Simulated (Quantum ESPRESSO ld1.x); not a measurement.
Input (ld1.x (Quantum ESPRESSO 7.5)):

```
 &input
    atom='Bi',
    iswitch=1,
    rel=1,
    lsd=1,
    dft='SLA-VWN',
    config='[Xe] 4f14 5d3 6s0 6p0',
    verbosity='high',
    prefix='ld1',
    max_out_wfc=37,
    file_charge='ld1.rho',
 /
```

Output (excerpt):

```
     Program LD1 v.7.5 starts

     --------------------------- All-electron run ----------------------------

     scalar relativistic calculation

     atomic number is 83.00
     dft =SLA-VWN   lsd =1 sic =0 latt =0  beta=0.20 tr2=1.0E-14
     Exchange-correlation= SLA-VWN
                           (   1   2   0   0   0   0   0)
     mesh =2129 r(mesh) =  99.99892 a.u. xmin = -8.00 dx = 0.00800
     1 Ry =  13.60569312 eV, c = 137.03599908

     n l     nl                  e(Ry)          e(Ha)          e(eV)
     1 0     1S 1( 1.00)   -6676.519194511   -3338.259597255 -90838.6712903
     2 0     2S 1( 1.00)   -1212.992770938    -606.496385469 -16503.6074018
     2 1     2P 1( 3.00)   -1040.145946662    -520.072973331 -14151.9065534
     3 0     3S 1( 1.00)    -304.863269389    -152.431634694  -4147.8760878
     3 1     3P 1( 3.00)    -255.498306161    -127.749153080  -3476.2315471
     4 0     4S 1( 1.00)     -82.060698056     -41.030349028  -1116.4926752
     4 1     4P 1( 3.00)     -65.862538498     -32.931269249   -896.1054871
     3 2     3D 1( 5.00)    -205.937673888    -102.968836944  -2801.9247934
     5 0     5S 1( 1.00)     -26.751662732     -13.375831366   -363.9749137
     5 1     5P 1( 3.00)     -21.876748096     -10.938374048   -297.6483211
     4 2     4D 1( 5.00)     -47.372855760     -23.686427880   -644.5405378
     4 3     4F 1( 7.00)     -26.980085129     -13.490042564   -367.0827587
     5 2     5D 1( 3.00)     -16.105002929      -8.052501465   -219.1197276
     6 0     6S 1( 0.00)     -12.582585985      -6.291292992   -171.1948036
     6 1     6P 1( 0.00)     -10.794013204      -5.397006602   -146.8600312
     1 0     1S 2( 1.00)   -6676.518143828   -3338.259071914 -90838.6569950
     2 0     2S 2( 1.00)   -1212.957864176    -606.478932088 -16503.1324711
     2 1     2P 2( 3.00)   -1040.116043124    -520.058021562 -14151.4996950
     3 0     3S 2( 1.00)    -304.844254459    -152.422127229  -4147.6173765
     3 1     3P 2( 3.00)    -255.478286290    -127.739143145  -3475.9591629
     4 0     4S 2( 1.00)     -82.024490508     -41.012245254  -1116.0000464
     4 1     4P 2( 3.00)     -65.825722273     -32.912861136   -895.6045768
     3 2     3D 2( 5.00)    -205.909988954    -102.954994477  -2801.5481207
     5 0     5S 2( 1.00)     -26.551962525     -13.275981263   -361.2578539
     5 1     5P 2( 3.00)     -21.648558072     -10.824279036   -294.5436377
     4 2     4D 2( 5.00)     -47.329445317     -23.664722659   -643.9499087
     4 3     4F 2( 7.00)     -26.927839044     -13.463919522   -366.3719145
     5 2     5D 2( 0.00)     -15.858918648      -7.929459324   -215.7715804
     6 0     6S 2( 0.00)     -12.407316536      -6.203658268   -168.8101413
     6 1     6P 2( 0.00)     -10.651547708      -5.325773854   -144.9216894

     final scf error:  1.4E-15 reached in  16 iterations

     Etot =  -42952.331115 Ry,  -21476.165557 Ha, -584396.236067 eV
     Total magnetization:    3.00 Bohr mag.

     Ekin =   48739.135490 Ry,   24369.567745 Ha,  663129.720561 eV
     Encl = -106275.749775 Ry,  -53137.874888 Ha,-1445955.237855 eV
     Eh   =   15334.557924 Ry,    7667.278962 Ha,  208637.289296 eV
     Exc  =    -750.274755 Ry,    -375.137377 Ha,  -10208.008068 eV
```

Run on one thread of a shared host, so times are rough (Intel(R) Xeon(R) Processor @ 2.60GHz): 0.74 s of CPU time, 0.77 s wall, 16 iterations on 2129 mesh points.
